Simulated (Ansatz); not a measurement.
Ideal-gas functions of `O=C[SiH2]Cl` at 800 K and 1 bar, from an Ansatz frequency run at PBE0-D4/def2-TZVP.

Molar mass 94.57 g/mol, point group Cs (symmetry number 1), electronic degeneracy 1, moments of inertia 32.048, 248.935, 274.968 u Å². Harmonic wavenumbers (cm⁻¹, unscaled): 49, 122, 309, 459, 557, 669, 705, 834, 904, 933, 1375, 1782, 2252, 2265, 2858.

Use S(trans) = R[1.5 ln M + 2.5 ln T − 1.1517]; rotational temperatures θ = 24.2544 K / I; S(rot) = R[ln(√π/σ · √(T³/θAθBθC)) + 1.5]; for each mode x = 1.438777 ν̃/T, S = R[x/(eˣ − 1) − ln(1 − e⁻ˣ)] and H = RT x/(eˣ − 1); 1 cm⁻¹ = 0.0119627 kJ/mol; R = 8.31446 J/(mol·K).

**Question.** By hand: the entropy, in J/(mol·K).

**Answer.** Translation 186.1. Rotation: θ = 0.7568, 0.0974, 0.0882 K, giving 121.5. Vibration, mode by mode: 28.51, 20.94, 13.31, 10.14, 8.64, 7.26, 6.88, 5.68, 5.13, 4.92, 2.63, 1.47, 0.74, 0.73, 0.30, in all 117.3. Electronic 0.0. Sum 424.9 J/(mol·K).

**Question.** By hand: H − E and G − E in kJ/mol, counted from the electronic energy.

**Answer.** Zero-point energy ½ × 16073 × 0.0119627 = 96.1; thermal vibration 43.8; translation, rotation and pV give 4 RT = 26.6. H − E = 166.5 kJ/mol, and G − E = 166.5 − 800 × 424.9/1000 = -173.4 kJ/mol.

Vibration gives 28 % of the entropy, 49.5 J/(mol·K) of it from the modes under 150 cm⁻¹: soft modes count most, and the harmonic formula is weakest for them. The sum counts one conformer and one mirror image; others add a mixing term.
